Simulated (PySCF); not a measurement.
Br2, SMILES BrBr. The structure is a stationary point at B3LYP-D3(BJ)/def2-TZVP.

TDA-PBE0/def2-TZVPD (PySCF 2.14.0) puts the lowest singlet excitations at 2.82, 2.82, 4.91, 4.91, 7.70, 7.70 eV.

**Question.** What are the lowest excitation roots from ADC(2)/aug-cc-pVDZ (PySCF 2.14.0)? (An estimate is asked for; the answer gives what the named calculation found.)

**Answer.** 3.01, 3.01, 5.24, 5.24, 8.00, 8.00 eV. S1 differs by 0.19 eV (second minus first; roots are paired by order, and the bases may differ).
